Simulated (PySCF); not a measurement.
C2H3NTe.
Numbering: `[N:1]#[C:2][CH2:3][TeH:4]` (hydrogens: H5, H6 on C3; H7 on Te4)

Method: PBE0-D3(BJ)/def2-SVP geometry optimisation, gas phase, def2 core potentials past Kr in PySCF; density fitting, grid level 1; the optimiser is geomeTRIC in internal coordinates, started from a GFN2-xTB structure with every atom displaced at random (about 0.01 Å).

Step 0: E = -10898.2541 eV
```
atom  x, y, z in Å  |  force x, y, z in eV/Å
N1      0.2367    2.1503    0.7636    1.037   2.868   0.677
C2     -0.1772    1.1240    0.5073   -0.892  -2.086  -0.541
C3     -0.6351   -0.1892    0.1892    1.113  -0.300  -0.026
Te4     1.0946   -1.5768    0.3686   -0.786  -0.318   0.475
H5     -1.0241   -0.2343   -0.8194   -0.261  -0.156  -0.477
H6     -1.3676   -0.5104    0.9105   -0.555  -0.396   0.421
H7      1.9066   -0.7927   -0.7989    0.344   0.388  -0.529
```

**Question.** Estimate the geometry and energy of step 1. (The exact step hangs on the optimiser's Hessian estimate; all steps are aligned on step 0, rigid shifts and turns removed.)

**Answer.** E = -10898.3474 eV, largest force 0.330 eV/Å
```
atom  x, y, z in Å  |  force x, y, z in eV/Å
N1      0.1285    2.2662    0.7734   -0.036  -0.105  -0.030
C2     -0.1824    1.1763    0.5291    0.177   0.125   0.097
C3     -0.5623   -0.1766    0.2115   -0.220  -0.238  -0.060
Te4     1.0291   -1.6690    0.3345    0.131   0.250  -0.102
H5     -0.9642   -0.2333   -0.8102   -0.046   0.039   0.064
H6     -1.3358   -0.5324    0.9136    0.069   0.059  -0.099
H7      1.9211   -0.8603   -0.8308   -0.074  -0.130   0.130
```

The energy changes by -0.0933 eV. The first-order estimate −F·Δx gives -0.2198 eV and the mean of the old and new forces, exact on a quadratic surface, -0.0862 eV. The step makes an angle of 78° with the force vector and moves no atom by more than 0.159 Å.

What follows is the cost of the whole optimisation. Time: 14 s; peak memory 0.36 GiB. Hardware: Arm Neoverse V1, one thread, on a shared host.
